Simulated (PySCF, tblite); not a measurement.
Isomers of C4H7ClSSi. Computed with GFN2-xTB (tblite): harmonic, unscaled wavenumbers at the GFN2-xTB geometry, gas phase. Against measured fundamentals such values can be off by several per cent, at times by over 20. Modes of hydrogen on silicon can be 10 to 20 % off. One conformer each.

Electronic energies: PBE0/pcSseg-1 single points on the GFN2-xTB geometries (PySCF, gas phase).

```tsv
SMILES	electronic energy, lowest = 0 (kcal/mol)
CC#C[Si@@H](Cl)SC	13.1
C=C(Cl)[SiH2][C@H]1CS1	56.2
C[Si](C)(Cl)C=C=S	0.0
```

How do GFN2-xTB zero-point energies change the relative energies?

```csv
SMILES,ZPE (kcal/mol),of it from modes above 1550 cm⁻¹,electronic (kcal/mol),"with ZPE, lowest = 0 (kcal/mol)",lowest mode (cm⁻¹),rings
C[Si](C)(Cl)C=C=S,60.2,33.2,0.0,0.0,5,0
CC#C[Si@@H](Cl)SC,59.5,32.5,13.1,12.4,7,0
C=C(Cl)[SiH2][C@H]1CS1,58.2,30.8,56.2,54.2,27,1
```

The zero-point energies span 2.0 kcal/mol, from `C=C(Cl)[SiH2][C@H]1CS1` to `C[Si](C)(Cl)C=C=S`. The order is unchanged.

And how do the electronic energies of GFN2-xTB itself compare?

`C[Si](C)(Cl)C=C=S` 12.4; `CC#C[Si@@H](Cl)SC` 0.0; `C=C(Cl)[SiH2][C@H]1CS1` 39.6 kcal/mol, lowest = 0. Against the energies above, taken from the same isomer `C[Si](C)(Cl)C=C=S`, the largest difference is 29.0 kcal/mol.
